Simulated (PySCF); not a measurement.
AuH6N2, SMILES [NH3]->[Au][NH3+], charge +1, multiplicity 1. Atoms are numbered in the order given.

```xyz
9

Au     0.0000     0.0000     0.0000
N      0.0000     0.0000     2.0648
H     -0.4562     0.8325     2.4486
H     -0.4929    -0.8113     2.4486
H      0.9490    -0.0212     2.4486
N      0.0000     0.0000    -2.0648
H     -0.4562    -0.8325    -2.4486
H     -0.4929     0.8113    -2.4486
H      0.9490     0.0212    -2.4486
```
Charge +1, spin multiplicity 1.

Geometry: PBE0-D3(BJ)/def2-SVP. The spin state was assumed, not searched. The def2 effective core potentials stand for the cores of Au; spin–orbit coupling is left out.

The numbers are results of M06-2X/def2-TZVPD run with PySCF, not measurements.

Mulliken values depend strongly on the basis, most of all with diffuse functions as here. ESP charges are fitted to the potential on shells at 1.4 to 2.0 van der Waals radii. Atomic charges (e):

```
atom  Mulliken  ESP fit
----  --------  -------
Au1       0.60        ?
N2       -0.96        ?
H3        0.39        ?
H4        0.39        ?
H5        0.39        ?
N6       -0.96        ?
H7        0.39        ?
H8        0.39        ?
H9        0.39        ?
```

Q: Complete the blanks. (The exact figures need the calculation; the answer reports its results.)

A: 
- Au1, ESP fit: 0.31
- N2, ESP fit: -0.80
- H3, ESP fit: 0.38
- H4, ESP fit: 0.38
- H5, ESP fit: 0.38
- N6, ESP fit: -0.80
- H7, ESP fit: 0.38
- H8, ESP fit: 0.38
- H9, ESP fit: 0.38
